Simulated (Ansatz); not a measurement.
CH$_{7}$N$_{3}$Si, SMILES `N/C=N/[SiH2]N` at its PBE0-D4/def2-TZVP geometry, where that method's forces vanish. The species carries charge 0 and has multiplicity 1.

```xyz
12

N     1.6791   -1.9497   -0.4299
C     1.1577   -0.7408   -0.1244
N    -0.0317   -0.5725    0.2791
Si   -0.6950    0.9731    0.6472
N    -2.0611    1.4384   -0.2812
H     2.6462   -2.0516   -0.6725
H     1.1213   -2.7713   -0.2722
H     1.8815    0.0772   -0.2766
H     0.3559    2.0179    0.4331
H    -1.1478    0.9552    2.0610
H    -2.9505    1.0019   -0.0973
H    -1.9555    1.6221   -1.2664
```

Problem. What forces (eV/Å) does ωB97M-V/def2-TZVPP give on these atoms in Ansatz 0.2.0? (An estimate is asked.)

Solution. Computed: 
```
N1   0.102 -0.246 -0.057
C2   0.015  0.270  0.022
N3   0.010 -0.055 -0.015
Si4  0.055  0.143  0.195
N5  -0.034 -0.007 -0.042
H6  -0.046  0.002  0.014
H7   0.023  0.039 -0.004
H8  -0.084 -0.056  0.023
H9  -0.092 -0.115  0.014
H10  0.053  0.006 -0.155
H11  0.018  0.018 -0.016
H12 -0.021 -0.001  0.023
```
